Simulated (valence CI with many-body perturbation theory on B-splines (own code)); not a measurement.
Values are calculated unless marked as measured or tabulated.
**Ladder of approximations for Sn37+**

Level of theory: valence CI with perturbative core correlation (CI+MBPT): three valence electrons over a frozen Dirac-Fock core [Ne], a basis of 11 s, 11 p, 9 d, 7 f, 5 g, 2 h, 1 i functions for each j, with the one-electron correlation potential Σ1, the two-electron term Σ2, the three-electron term Σ3, Breit, model QED; selected CI, second order for the rest (own B-spline code, finite nucleus).

The last digits are not significant, and no measured levels were compared; by estimate large intervals hold to a few tenths of a per cent, small ones and those within an open d or f shell to about a per cent.

Each rung adds one term. CI alone is the Dirac-Coulomb CI over the frozen core; QED comes last and gives the full result, which names the levels. Energies are above (3s^2 3p1/2) J=1/2 on the same rung, in cm⁻¹.

Levels are named by their leading jj configuration (3d3/2^4 stands for four electrons in 3d with j = 3/2), which in mixed levels can hold well under half, so a name can repeat and another be missing. Letters in brackets count levels of one name in rising energy.

```tsv
Level	CI alone
(3s^2 3p3/2) J=3/2	469946
(3s 3p1/2^2) J=1/2	724889
(3s 3p1/2 3p3/2) J=3/2 [a]	1074220
(3s 3p1/2 3p3/2) J=5/2	1155630
(3s 3p1/2 3p3/2) J=3/2 [b]	1270000
(3s 3p1/2 3p3/2) J=1/2	1339870
(3s 3p3/2^2) J=5/2	1555930
(3s^2 3d3/2) J=3/2	1610070
(3s^2 3d5/2) J=5/2	1760310
(3s 3p3/2^2) J=1/2	1811280
(3s 3p3/2^2) J=3/2	1853970
(3p1/2^2 3p3/2) J=3/2	2021890
(3s 3p1/2 3d3/2) J=3/2 [a]	2132540
(3s 3p1/2 3d3/2) J=5/2	2182240
(3s 3p1/2 3d5/2) J=5/2 [a]	2301110
(3s 3p1/2 3d3/2) J=1/2	2312830
```

Problem. What do these energies become with core correlation, Breit and QED?

Solution. (3s^2 3p3/2) J=3/2 464425 (-5521); (3s 3p1/2^2) J=1/2 722428 (-2461); (3s 3p1/2 3p3/2) J=3/2 [a] 1067830 (-6393); (3s 3p1/2 3p3/2) J=5/2 1146770 (-8862); (3s 3p1/2 3p3/2) J=3/2 [b] 1260380 (-9621); (3s 3p1/2 3p3/2) J=1/2 1328110 (-11759); (3s 3p3/2^2) J=5/2 1542460 (-13475); (3s^2 3d3/2) J=3/2 1594140 (-15930); (3s^2 3d5/2) J=5/2 1741240 (-19070); (3s 3p3/2^2) J=1/2 1795970 (-15312); (3s 3p3/2^2) J=3/2 1835290 (-18679); (3p1/2^2 3p3/2) J=3/2 2008560 (-13335); (3s 3p1/2 3d3/2) J=3/2 [a] 2118340 (-14204); (3s 3p1/2 3d3/2) J=5/2 2166500 (-15742); (3s 3p1/2 3d5/2) J=5/2 [a] 2282510 (-18605); (3s 3p1/2 3d3/2) J=1/2 2295270 (-17556).

Problem. How does the ionisation energy move along the ladder, and which term matters most?

Solution. CI alone 2525.5, + Σ1 2526.5, + Σ2 2526.4, + Σ3 2526.3, + Breit 2524.0, + QED 2524.0 eV. The largest step is Breit, -2.3 eV. NIST lists 2499 ± 11 eV (semi-empirical).
